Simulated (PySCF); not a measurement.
**Calculated NMR parameters of C[SiH2][Si@H](O[SiH3])N([SiH3])[SiH3]**

| Quantity | Value |
| --- | --- |
| Formula | CH15NOSi5 |
| SMILES | C[SiH2][Si@H](O[SiH3])N([SiH3])[SiH3] |
| Point group of the computed structure | C1 |
| Degrees of unsaturation | 0 |
| Carbon signals | 1 |
| Proton signals | 6 |

Atoms are numbered as in `[CH3:1][SiH2:2][Si@H:3]([O:4][SiH3:5])[N:6]([SiH3:7])[SiH3:8]` (H(Xn): hydrogen on atom n). Ha(Si2) is pro-R; Hb(Si2) is pro-S.

Method: GFN2-xTB geometry, NMR shieldings at PBE0/pcSseg-1/GIAO, in PySCF 2.14.0 with density-fitted response routines (one computed conformer, no solvent, equivalent nuclei averaged, non-relativistic).

Shifts are taken against calculated references (same method and geometry level): ¹H (σref 31.72) and ¹³C (σref 186.93) and ²⁹Si (σref 349.16) against TMS; ¹⁵N (σref 267.73) vs NH3; ¹⁷O (σref 336.08) vs H2O.

```tsv
carbon	δC, type	δH (multiplicity)	HMBC from (2–3 bonds)	span of the C tensor (ppm)
C1	-10.2, CH3	0.11 (m)	H(Si3), Hb(Si2), Ha(Si2)	11
```

Other nuclei:
| atoms | nucleus | environment | δ (ppm) | σ (ppm) |
| --- | --- | --- | --- | --- |
| H(Si3) | ¹H | hydrogen on a silicon bonded to N, O, Si | 5.49 | 26.22 |
| H(Si5) | ¹H | hydrogen on a silicon bonded to O | 5.15 | 26.57 |
| H(Si7)/H(Si8) | ¹H | hydrogen on a silicon bonded to N | 4.85 | 26.86 |
| Hb(Si2) | ¹H | hydrogen on a silicon bonded to C, Si | 4.09 | 27.63 |
| Ha(Si2) | ¹H | hydrogen on a silicon bonded to C, Si | 3.87 | 27.84 |
| Si3 | ²⁹Si | silicon bonded to N, O, Si, H | -8.3 | 357.4 |
| Si5 | ²⁹Si | silicon bonded to O, 3 H | -43.6 | 392.7 |
| Si7/Si8 | ²⁹Si | silicon bonded to N, 3 H | -49.6 | 398.7 |
| Si2 | ²⁹Si | silicon bonded to C, Si, 2 H | -83.9 | 433.1 |
| N6 | ¹⁵N | nitrogen bonded to 3 Si | 21.3 | 246.4 |
| O4 | ¹⁷O | oxygen bonded to 2 Si | 48.6 | 287.4 |

1. δC -10.2: methyl carbon bonded to Si; an electropositive neighbour leaves it electron-rich and shielded.
2. δH 5.49: hydrogen on a silicon bonded to N, O, Si.
3. δH 5.15: hydrogen on a silicon bonded to O.
4. δH 4.09, 3.87: hydrogen on a silicon bonded to C, Si.
5. δH 0.11: hydrogen on a methyl carbon bonded to Si; an electropositive neighbour shields it, as in TMS itself.

Shifts are as computed. Against solution values, carbons near 30 ppm lie about +3 ppm off and those near 130 ppm about +5 ppm. Of 1309 compounds with measured shifts, 239 miss one by over three times the rms of a fit or turn the order of signals round; such compounds aren't used in these exercises. Experimental scales use liquid or dissolved standards, which lie at an offset from isolated NH3 (liquid NH3: subtract about 20 ppm) and H2O (liquid H2O: subtract about 36 ppm). No couplings were computed; multiplicities are counted from neighbouring protons, with m where these are inequivalent, close in shift, in a saturated or five-membered ring or joined by F or P, and br s for small geminal =CH2 splittings.
